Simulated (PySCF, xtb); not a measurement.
silanone (H₂OSi), SMILES O=[SiH2].

Harmonic wavenumbers (cm⁻¹) from GFN2-xTB (xtb) at its own minimum, in rising order: 582, 673, 874, 1400, 2279, 2357.

Q: What does PBE-D3(BJ)/def2-TZVP run with PySCF 2.14.0 give at its own minimum? (Estimate from the structure and the level; the computed values follow.)

A: 653, 657, 968, 1179, 2139, 2159. Paired by order, the mean absolute difference is 123 cm⁻¹ and the zero-point energies are 11.7 and 11.1 kcal/mol.
